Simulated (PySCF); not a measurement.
C₂H₇BO.
SMILES with atom numbers: `[CH3:1][BH:2][O:3][CH3:4]` (hydrogens: H5, H6, H7 on C1; H8 on B2; H9, H10, H11 on C4)

Method used: TDDFT wB97X-D/def2-SVPD, vertical, gas phase, core orbitals frozen in the response in PySCF. Isolated species at its PBE0-D3(BJ)/def2-SVP geometry (one conformer only). Torsions of this conformer, `[CH3:1][BH:2][O:3][CH3:4]`: C1–B2–O3–C4 179°.

```tsv
state	E (eV)	λ (nm)	f	main configurations (H = HOMO, L = LUMO)
S1	6.81	182.0	0.0029	H→L (96%)
S2	8.35	148.5	0.0094	H→L+1 (93%)
S3	8.49	146.0	0.205	H-1→L (94%)
S4	8.57	144.8	0.0016	H-2→L (93%)
S5	8.81	140.7	0.010	H-1→L+1 (81%)
S6	9.15	135.5	0.096	H→L+2 (72%), H-2→L+1 (15%)
S7	9.43	131.5	0.016	H-3→L (94%)
S8	9.48	130.8	0.254	H→L+3 (73%), H→L+4 (8%)
S9	9.66	128.3	0.015	H-1→L+2 (78%), H-1→L+4 (12%)
S10	9.88	125.5	0.040	H→L+4 (57%), H-2→L+2 (21%)
```

Triplets (Tamm–Dancoff): T1 6.36 eV, H→L (93%); T2 7.14 eV, H-1→L (90%); T3 8.17 eV, H→L+1 (91%); T4 8.21 eV, H-2→L (80%), H-3→L (8%).

The lowest singlet comes at 182 nm (657 kJ/mol) in the vacuum ultraviolet; it is very weak; its leading configuration is HOMO→LUMO (96%). The most intense listed level is S8 at 9.48 eV (131 nm, f = 0.254), 2.67 eV above S1. Löwdin shares by element: HOMO oxygen 29%, boron 25%, carbon 18% or more, hydrogen 18% or more; LUMO (one of a set within 0.03 eV) boron 42%, oxygen 24%, carbon 12% or more, hydrogen 12% or more. Weighted by f, the mean energy of these states is 9.11 eV. Orbital energies (eV): HOMO-3 -12.37, HOMO-2 -11.78, HOMO-1 -10.96, HOMO -10.31, LUMO 2.06, LUMO+1 2.07, LUMO+2 2.80. Of the 10 states listed, 7 reach f = 0.01 and none stays under 0.0005. All these states lie below the vertical ionisation energy of 10.79 eV (ΔSCF). The window holds the lowest 10 singlets.
